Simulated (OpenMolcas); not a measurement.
# W I: from CASSCF to CASPT2

```
Program             : OpenMolcas 26.06
Basis               : ANO-RCC-VTZP [8s7p5d3f2g1h]
Scalar Hamiltonian  : DKH2, point nucleus
Active space        : 6 electrons in 6 orbitals (5d 6s)
State averaging     : 2S+1 = 5 even, 30 roots; 2S+1 = 7 even, 1 root kept (CI in the orbitals of an earlier block); 2S+1 = 3 even, 55 roots kept (CI in the orbitals of an earlier block); 2S+1 = 1 even, 30 roots kept (CI in the orbitals of an earlier block)
Spin-orbit coupling : state interaction with AMFI integrals over the reference wave functions, term energies averaged over their components
```

Methods on the same reference wave functions:
A. CASSCF
B. SS-CASPT2, IPEA 0.25 Eh, imaginary shift 0.1 Eh (closed shells correlated: 5s 5p)
C. MS-CASPT2, IPEA 0.25 Eh, imaginary shift 0.1 Eh (closed shells correlated: 5s 5p)
D. XMS-CASPT2, IPEA 0.25 Eh, imaginary shift 0.1 Eh (closed shells correlated: 5s 5p)

Energies in cm-1 above 5d4 6s2 5D0, the measured ground level; measured values from NIST Handbook of Basic Atomic Spectroscopic Data.

```json
{"Level": "5d5 6s 7S3", "A": "-7685", "B": "657", "C": "1635", "D": "5330", "Measured": "2951"}
{"Level": "5d4 6s2 5D0", "A": "0.0", "B": "0.0", "C": "0.0", "D": "0.0", "Measured": "0.0"}
{"Level": "5d4 6s2 5D1", "A": "1052", "B": "1180", "C": "1158", "D": "974", "Measured": "1670"}
{"Level": "5d4 6s2 5D2", "A": "2343", "B": "2570", "C": "2640", "D": "2360", "Measured": "3326"}
{"Level": "5d4 6s2 5D3", "A": "3614", "B": "3890", "C": "4110", "D": "3840", "Measured": "4830"}
{"Level": "5d4 6s2 5D4", "A": "4898", "B": "5110", "C": "5530", "D": "5370", "Measured": "6219"}
{"Level": "5d4 6s2 3P0 [57 %]", "A": "10829", "B": "10150", "C": "11020", "D": "13610", "Measured": "9258"}
{"Level": "5d4 6s2 3P1 [57 %]", "A": "14497", "B": "13790", "C": "14740", "D": "17340", "Measured": "13307"}
{"Level": "5d5 6s 5G4", "A": "14965", "B": "19700", "C": "20680", "D": "24060", "Measured": ""}
{"Level": "5d5 6s 5G3 [59 %]", "A": "15083", "B": "19740", "C": "20680", "D": "24070", "Measured": ""}
{"Level": "5d5 6s 5G5", "A": "15167", "B": "20330", "C": "21300", "D": "24660", "Measured": ""}
{"Level": "5d5 6s 5G6", "A": "15472", "B": "20650", "C": "21620", "D": "24980", "Measured": ""}
{"Level": "5d4 6s2 3F2", "A": "17246", "B": "16840", "C": "17780", "D": "20440", "Measured": ""}
{"Level": "5d4 6s2 3H6", "A": "18890", "B": "17470", "C": "18440", "D": "20360", "Measured": ""}
{"Level": "5d5 6s 5D4", "A": "20993", "B": "22650", "C": "23880", "D": "27260", "Measured": ""}
```

A puts 5d5 6s 7S3 lowest.

Deviations, from unrounded energies. A percentage is the sum of absolute deviations over the sum of measured energies, with the sign that they share, or ± where signs differ.

| Against measurement | Levels | A | B | C | D |
| --- | --- | --- | --- | --- | --- |
| mean absolute deviation (cm-1) | 7 | 2500 | 1000 | 1000 | 2000 |
| fine structure of the ground term (%) | 4 | -25.8 | -20.6 | -16.3 | -21.8 |
| other terms of the ground configuration (%) | 2 | +12.2 | +6.1 | +14.2 | +37.2 |
| other configurations (%) | 1 | -360.4 | -77.7 | -44.6 | +80.5 |

B, C lie about equally close to measurement and A furthest from it. The largest miss of B in the table is 5d5 6s 7S3, by -2300 cm-1. The ranking rests on the paired levels alone, and a cruder setting can come out closer through cancelling errors.

Among B to D the level of the table that moves most is 5d5 6s 7S3, by 4700 cm-1 (lowest in B, highest in D). Moves below CASPT2's spread within the term are not significant.

The mean deviations of B to D differ by less than CASPT2's widest spread within a term (1600 cm-1), so their order carries little weight.

From A to B the spin-free energies of the other terms of 5d4 6s2 shown, above 5D, scale by factors of 0.86 to 0.95, as is usual when dynamic correlation screens the repulsion within a d or f shell.

The lowest spin-free term lies below A's lowest term by 0.339 hartree in B, 0.339 hartree in C, 0.349 hartree in D.

CASPT2 breaks the degeneracy within a term, and the mean is taken; among the terms shown or strongly mixed into the levels shown the widest spread is 1700 cm-1 (5d4 6s2 1I, D). Over all roots computed the reference weight is 0.84 to 0.92 in D; the roots of lowest weight are the least certain, and an intruder state may touch them. Terms from blocks run as CI alone lack orbitals of their own. Configurations are named by rounded mean occupations; where the s occupation lies near a half they are strongly mixed, a name can repeat and a true partner stay unpaired. A single d shell beside an s shell can misplace configurations of different d count against each other. The CASPT2 spread within a term exceeds the gap to the next term for 5d4 6s2 3F and 5d4 6s2 3H, so the order of their levels is uncertain, and so are names and mixing where such terms share a J (figures for B; the like holds for C, D). Without dynamic correlation excited terms often stand tens of per cent too high (terms of higher spin than the ground term too low), and those without a measured partner can miss by more than the paired ones (holds for A). The lowest computed level is not the ground level that NIST lists (5D0) (holds for A). The lowest spin-free term belongs to 5d5 6s, not to the configuration of the lowest level (holds for B; C). Some terms miss by over 15 % even with CASPT2, which points to a basis or an active space too small for the shells correlated (holds for B; C; D). Some levels mix across a computed gap that differs much from the measured one, so their mixing is not that of the real levels (holds for D). Measured partners are found by configuration, term and J. A level has none where our copy of the source lacks it or the pairing is in doubt (some pairs that miss far off the trend of their configuration count as doubtful), and it then counts in no deviation. Levels of configurations outside the active space are missing. Levels that lie high or do not pair safely by name in every column are left out.

A share in square brackets marks a mixed level and gives the weight of the term that names it, the lowest over the columns.
